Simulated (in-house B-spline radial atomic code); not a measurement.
# Ionising V²⁺ with different functionals

Computed with a B-spline radial code for spherical atoms: four-component Dirac-Coulomb Hamiltonian, Fermi nucleus of rms radius 3.6002 fm, spin-restricted, spherical fractional occupations for the functionals, and exact exchange of hybrids averaged over the configuration. The ionisation energy is the difference of two self-consistent energies, [Ar] 3d3 → [Ar] 3d2, without Breit or QED terms; ε is the level of the shell that loses the electron (mean over j). The electron is taken from both j subshells in proportion to 2j + 1, so the result is a j average, not the step between ground levels.

```
   method                    rung  ΔSCF (eV)  -ε(3d) (eV)
     PBE0           global hybrid      28.72        23.40
    B3LYP           global hybrid      28.93        23.16
    wB97X  range-separated hybrid      28.53        25.87
CAM-B3LYP  range-separated hybrid      28.92        25.09
```

Q: Among the functionals, which spreads more, the ΔSCF values or the orbital energies?

A: The orbital energies: ΔSCF values span about 0.40 eV and the orbital energies 2.71 eV; here energy differences depend much less on the functional than eigenvalues do.

Q: How do they compare with the NIST value?

A: NIST lists 29.311 eV ± 0.0025 (measured, ground level to ground level). Errors run from -0.78 to -0.38 eV; B3LYP is closest (-0.38 eV), but part of that can be cancellation, since the calculations leave out Breit-QED terms, spin polarisation, the choice among j levels, multiplet and fine-structure energies.
